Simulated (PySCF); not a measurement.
trans-(1R,2R)-1-ethenyl-2-methylcyclopropane (C6H10), SMILES [C@@H]1(C)C[C@@H]1C=C.

Geometry optimised at B3LYP-D3(BJ)/def2-SVP. One conformer was computed; it need not be the lowest.

Computed with HF/def2-TZVP run with PySCF.

Isolated molecule, no solvent.

Computed frontier levels, gap, dipole moment and polarisability:
The highest occupied level is -9.35 eV and the lowest empty level is 3.85 eV. The orbital gap is 13.21 eV and the dipole moment is 0.47 D. The quadrupole, principal values (traceless, Buckingham form, about the centre of nuclear charge) comes out as -4.08, 1.11, 2.97 D·Å and the mean static polarisability is 68.0 bohr³ (10.08 Å³). The polarisability, principal values is 61.6, 63.6, 78.9 bohr³.
